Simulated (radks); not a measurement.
The europium ion Eu+, [Xe] 4f7 6s1. All-electron calculation, non-relativistic Kohn-Sham, LDA (Slater exchange, Perdew-Wang correlation), spin-polarised, spherical densities, point nucleus. Program: a radial shooting solver on a logarithmic mesh with Libxc functionals. Every spin shell is full or empty, so the densities are truly spherical. Functionals are evaluated on that one density, not self-consistently. Rank these exchange functionals by their error against the exact value of the orbitals, and give that value: LDA, B88, PW91, PW86, OPTX, B86b, EV93, APBE, revTPSS, MS2, TASK, MVS.

Answer. Exact: -230.122 hartree. From best to worst, with 100 (|E| - |E exact|)/|E exact| (equal figures are ties): PW86 -0.14, B86b +0.15, MVS +0.15, PW91 +0.17, B88 +0.20, EV93 -0.28, APBE +0.43, MS2 -0.50, revTPSS -0.78, OPTX +1.69, TASK -1.98, LDA -4.19.
